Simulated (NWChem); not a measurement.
# CdCl, doublet; SMILES [Cl][Cd]

```xyz
2

Cd     0.0000     0.0000    -0.6037
Cl     0.0000     0.0000     1.7640
```
Atoms are numbered in this order, from 1.

Geometry: optimised at PBE0/def2-SVP, spin-unrestricted. This spin state was assumed; another may lie lower. No stability test was run on the SCF state. def2 effective core potentials on Cd; no spin-orbit coupling.

Problem. List the 4 lowest vertical excitations from UHF/def2-SVPD with def2 effective core potentials on Cd, CIS (NWChem).

Solution. 
```
state    energy (eV)  oscillator strength  <S²>
-------  -----------  -------------------  ----
state 1         3.93                0.169  0.77
state 2         3.93                0.169  0.77
state 3         5.17                0.022  1.02
state 4         5.17                0.022  1.02
```
